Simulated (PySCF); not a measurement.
Computed Raman spectrum (relative Raman activity) of a molecule C₂H₅FO₂Si. The structure is a stationary point at B3LYP-D3(BJ)/def2-SVP. The values are those of a single conformer. The numbers are results of B3LYP-D3(BJ)/def2-SVP (PySCF 2.14.0), not measurements. Frequencies are harmonic and unscaled.

Lines under 2 % of the strongest are left out, and lines within 2 cm⁻¹ are merged.

```csv
ν (cm⁻¹),relative intensity
582,2.2
614,5.4
702,2.9
754,10
801,3.8
886,3.3
921,2.2
942,5.7
997,5.8
1300,2.2
1436,9.0
1446,8.6
1820,2.4
2298,100
2314,26
3053,77
3131,40
3182,39
```

Task: Which molecule gave these data?
A) CC(=O)O[SiH2]F
B) C[Si@H](F)OC=O
C) O[SiH](O)/C=C/F
D) O=C[Si@H](O)CF

Result: A, CC(=O)O[SiH2]F
